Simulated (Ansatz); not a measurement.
CH7GaOSi. The species carries charge 0 and has multiplicity 1. The bonds changed during the relaxation, so this is another structure than the one it started from. The geometry is a stationary point of PBE0-D4/def2-TZVP. It is one conformer, not always the lowest.

```xyz
11

C    -0.530   -0.149   -1.341
Si   -0.363   -1.171    0.209
Ga    0.415    1.678    2.534
O     1.177    1.683    0.873
H    -1.576    0.102   -1.532
H    -0.147   -0.693   -2.207
H     0.039    0.774   -1.218
H     1.043   -1.569    0.474
H    -1.189   -2.409    0.132
H    -0.852   -0.411    1.404
H     1.982    2.164    0.671
```

(1) What is the dipole moment at B3LYP/def2-TZVPP? (An estimate is asked.)

(2) And with PBE, r2SCAN, ωB97M-V? (An estimate is asked.)

(3) Give the Mulliken charges with B3LYP, r2SCAN, ωB97M-V in def2-TZVPP. (Estimate.)

Results:

(1) Computed: 1.36 D, with components (0.71, 1.15, 0.18) D in this frame, pointing from negative to positive charge.

(2) Computed: PBE 1.37 D, r2SCAN 1.36 D, ωB97M-V 1.39 D.

(3) The calculation gave: 
| atom | B3LYP | r2SCAN | ωB97M-V |
| --- | --- | --- | --- |
| C1 | -0.37 | -0.30 | -0.43 |
| Si2 | 0.31 | 0.31 | 0.21 |
| Ga3 | 0.29 | 0.28 | 0.29 |
| O4 | -0.43 | -0.46 | -0.44 |
| H5 | 0.10 | 0.07 | 0.11 |
| H6 | 0.10 | 0.08 | 0.12 |
| H7 | 0.12 | 0.10 | 0.13 |
| H8 | -0.07 | -0.07 | -0.03 |
| H9 | -0.08 | -0.09 | -0.04 |
| H10 | -0.10 | -0.10 | -0.07 |
| H11 | 0.15 | 0.17 | 0.15 |

B3LYP here is the variant with VWN-RPA as its local correlation; programs differ in this.
